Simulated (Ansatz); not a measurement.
Input for Ansatz (a quantum-chemistry and plane-wave program): R-PBE/def2-TZVPP on CH5Al (SMILES [CH3][AlH2]), a point of a torsion scan.

Ansatz 0.2 input:
```yaml
crystal:
  periodic: [false, false, false]
  atoms:
    - {symbol: C, position_ang: [-0.91425558, -0.05714497, 0.00519181]}
    - {symbol: Al, position_ang: [1.05817126, 0.14143709, -0.08478692]}
    - {symbol: H, position_ang: [-1.41099251, 0.48641567, -0.80937678]}
    - {symbol: H, position_ang: [-1.24513236, -1.10069568, -0.07100258]}
    - {symbol: H, position_ang: [-1.34307204, 0.32479169, 0.94024640]}
    - {symbol: H, position_ang: [1.77972639, 0.96819927, -1.18139601]}
    - {symbol: H, position_ang: [2.04739595, -0.50345802, 0.91996620]}
basis:
  gaussian:
    orbitals: def2-TZVPP
hamiltonian:
  xc: {name: PBE}
scf: {lower_state_search: off}
```

Output:

```
WARN ansatz: RAYON_NUM_THREADS=1 ignored (pool sized by the plan → 1); use --threads N
Functional definition: PBE
these checks for a lower state are left out or cut short: stability, starts, cluster_reference, orbital_swaps, neighbouring_geometries, increment
integrals: 0.04 GiB planned
744 factors; their error is unknown
mean field: 0.38 GiB planned
mean field evaluation 1: about -7700.2716 eV, gradient 6.4e1 eV
mean field evaluation 2: about -7684.1397 eV, gradient 8.8e1 eV
mean field evaluation 4: about -7710.0081 eV, gradient 3.0e0 eV
mean field evaluation 8: about -7710.0423 eV, gradient 2.0e-2 eV
mean field evaluation 16: about -7710.0309 eV, gradient 1.6e-5 eV
mean field -7710.03089783 eV, -283.3384094487 hartree, gradient 8.6e-7 eV, S^2 0.000000; 0 other end points of the search recorded, 0 dependent functions left out
reference -7710.03094113 eV, -283.3384110399 hartree; 12, 12 occupied and 131, 131 virtual orbitals, 744 factors
Total energy: -7710.03094113 eV, -283.3384110399 hartree
Checks for a lower state left out: stability, starts, cluster_reference, orbital_swaps, neighbouring_geometries, increment
```

The run converged.

Cost: around 1.2 core-seconds (rough).
